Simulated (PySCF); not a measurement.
Vertical excitations of a molecule C5H6 from TDDFT-M06-2X/def2-SVPD (PySCF), as energy in eV (oscillator strength): 5.96 (0.000), 6.97 (0.044), 7.03 (0.004), 7.43 (0.054), 7.50 (0.343), 7.58 (0.002), 7.64 (0.064), 7.73 (0.034), 7.95 (0.057), 8.11 (0.004). Lowest triplet (TDA): 4.77 eV. Geometry optimised at B3LYP-D3(BJ)/def2-SVP. Other conformers were not sampled.

**Question.** Which molecule gave these data?
(A) C#CCC=C
(B) C=C=CC=C
(C) C#CC1CC1
(D) C#CC(=C)C

**Answer.** A, C#CCC=C
